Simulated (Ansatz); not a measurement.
`Cc1cc(-c2sc(-c3sc(-c4sc(C#C[Si](C)(C)C)cc4C)cc3C)cc2C)sc1C#C[Si](C)(C)C`, relaxed as a singlet with RKS r2SCAN-D4/def2-SVP in Ansatz, starting from the GFN2-xTB geometry. Force threshold 0.03 eV/Å.

Single mean-field runs in def2-SVP are fitted with def2-universal-jkfit.

Start:

Cartesian coordinates in Å:
```
C 1.366 -0.190 -7.895
C 1.038 0.017 -6.453
C 1.960 -0.104 -5.403
C 1.434 0.165 -4.160
C 2.114 0.173 -2.902
S 1.260 -0.173 -1.420
C 2.714 0.017 -0.480
C 2.734 -0.179 0.936
S 1.300 0.065 1.899
C 2.165 -0.299 3.367
C 1.537 -0.256 4.652
S -0.163 -0.605 4.822
C -0.066 -0.405 6.548
C -1.159 -0.609 7.390
C -2.078 -0.808 8.155
Si -3.427 -1.130 9.387
C -2.643 -1.092 11.126
C -4.743 0.238 9.217
C -4.174 -2.848 9.033
C 1.206 -0.068 6.935
C 2.121 0.020 5.873
C 3.549 0.403 6.088
C 3.471 -0.613 3.086
C 3.804 -0.556 1.723
C 5.165 -0.918 1.229
C 3.768 0.352 -1.294
C 3.445 0.444 -2.658
C 4.452 0.839 -3.688
S -0.258 0.559 -4.274
C -0.216 0.379 -6.006
C -1.329 0.617 -6.812
C -2.252 0.827 -7.569
Si -3.604 1.192 -8.785
C -3.138 0.342 -10.429
C -5.246 0.503 -8.108
C -3.708 3.081 -9.031
H 2.332 -0.679 -7.998
H 1.404 0.770 -8.411
H 0.601 -0.794 -8.380
H 2.974 -0.421 -5.556
H -3.381 -1.284 11.900
H -2.195 -0.124 11.332
H -1.862 -1.840 11.223
H -5.567 0.082 9.907
H -4.321 1.216 9.424
H -5.154 0.264 8.213
H -3.425 -3.628 9.131
H -4.573 -2.904 8.025
H -4.982 -3.079 9.721
H 1.466 0.111 7.964
H 3.637 0.993 6.998
H 3.926 0.984 5.249
H 4.171 -0.485 6.201
H 4.175 -0.924 3.835
H 5.107 -1.422 0.267
H 5.651 -1.575 1.947
H 5.785 -0.028 1.118
H 4.749 0.577 -0.922
H 5.252 1.410 -3.223
H 3.990 1.445 -4.466
H 4.895 -0.041 -4.155
H -3.051 -0.733 -10.306
H -2.184 0.707 -10.801
H -3.882 0.527 -11.198
H -5.485 0.940 -7.144
H -5.193 -0.574 -7.976
H -6.075 0.711 -8.779
H -2.776 3.479 -9.420
H -3.914 3.589 -8.093
H -4.496 3.347 -9.730
```

(1) Estimate the energy that the relaxation releases and the steps that it takes.

(2) Does the start keep its bonding and symmetry?

(3) Predict the relaxed structure.

Answers

(1) 38.3 kJ/mol, in 19 steps; 2.2 min on 2 threads of AMD EPYC 7R13 on a shared host and a share (18 GiB) of an NVIDIA H100 80GB HBM3. The force fell under the threshold at step 16, but the optimiser went on. No frequencies were taken in this run, so the end may be a saddle point.

(2) By distances, no bond broke or formed. The bond that changes most is Si16–C17, from 1.91 to 1.88 Å (atoms count from 1).

(3) 
Cartesian coordinates in Å:
```
C 1.331 -0.039 -7.863
C 1.144 0.131 -6.388
C 2.173 0.020 -5.424
C 1.757 0.234 -4.111
C 2.531 0.193 -2.897
S 1.753 -0.160 -1.373
C 3.243 0.018 -0.483
C 3.270 -0.145 0.947
S 1.813 0.085 1.883
C 2.620 -0.307 3.379
C 1.894 -0.327 4.624
S 0.174 -0.614 4.627
C 0.086 -0.470 6.364
C -1.137 -0.610 7.038
C -2.215 -0.749 7.617
Si -3.837 -0.952 8.469
C -3.534 -0.939 10.324
C -4.959 0.473 7.974
C -4.587 -2.591 7.935
C 1.350 -0.225 6.892
C 2.380 -0.139 5.926
C 3.808 0.154 6.274
C 3.964 -0.569 3.137
C 4.346 -0.485 1.775
C 5.736 -0.781 1.299
C 4.284 0.311 -1.358
C 3.901 0.413 -2.718
C 4.863 0.767 -3.811
S 0.052 0.595 -4.069
C -0.091 0.434 -5.803
C -1.321 0.617 -6.451
C -2.394 0.781 -7.035
Si -4.000 1.026 -7.903
C -3.878 0.223 -9.599
C -5.359 0.220 -6.885
C -4.321 2.871 -8.076
H 2.221 -0.648 -8.082
H 1.463 0.938 -8.360
H 0.453 -0.518 -8.322
H 3.196 -0.258 -5.682
H -4.481 -1.061 10.876
H -3.075 0.010 10.646
H -2.859 -1.757 10.622
H -5.944 0.380 8.462
H -4.523 1.441 8.267
H -5.120 0.492 6.884
H -3.931 -3.434 8.205
H -4.740 -2.620 6.844
H -5.565 -2.750 8.420
H 1.513 -0.098 7.964
H 3.876 0.608 7.274
H 4.266 0.845 5.548
H 4.424 -0.762 6.289
H 4.657 -0.874 3.921
H 5.726 -1.371 0.370
H 6.292 -1.345 2.062
H 6.305 0.142 1.095
H 5.303 0.505 -1.021
H 5.763 1.242 -3.393
H 4.411 1.459 -4.538
H 5.194 -0.125 -4.371
H -3.674 -0.857 -9.514
H -3.066 0.673 -10.193
H -4.819 0.349 -10.160
H -5.417 0.664 -5.877
H -5.179 -0.860 -6.766
H -6.341 0.352 -7.371
H -3.522 3.360 -8.656
H -4.367 3.359 -7.089
H -5.278 3.055 -8.592
```
Bond lengths: 23 × C–C 1.23 to 1.50 Å; 8 × C–Si 1.84 to 1.88 Å; 8 × C–S 1.74 to 1.75 Å; 34 × C–H 1.09 to 1.10 Å.
